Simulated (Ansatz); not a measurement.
`[SiH3][Se]BCl` + `S[CH2][GeH3]` → `ClB[SeH]` + `[SiH3][GeH2][CH2]S`  (redistribution)

Computed with Ansatz on PBE0-D4/def2-TZVP structures; ΔE is electronic, products minus reactants. CCSD(T)/CBS adds triple-zeta CCSD(T) − MP2 to the extrapolated MP2 energy (def2 sets, frozen cores). Functionals use def2-TZVPP. For Ge, Se outer-core shells are correlated without core-valence functions, which leaves a few kJ/mol of doubt a bond. Scalar relativity is left out up to krypton. One conformer a species, not always the lowest.

```tsv
species	PBE0-D4 energy (Eh)
`[SiH3][Se]BCl`	-3178.01871
`S[CH2][GeH3]`	-2516.47632
`ClB[SeH]`	-2887.41515
`[SiH3][GeH2][CH2]S`	-2807.06736
```

Work out ΔE.

ΔE = (-2887.41515) + (-2807.06736) − (-3178.01871) − (-2516.47632) = 0.01252 Eh = +7.9 kcal/mol. CCSD(T)/CBS gives +9.2 kcal/mol.

Largest T1 diagnostic among the species: 0.012.

In def2-TZVPP, CCSD(T) changes the Hartree–Fock value by −3.0 kcal/mol (the triples alone add −0.2 kcal/mol) and MP2 by −1.4 kcal/mol. From PBE to PBE0 (25 % exact exchange), in def2-TZVPP and without D4, ΔE moves by +0.9 kcal/mol.
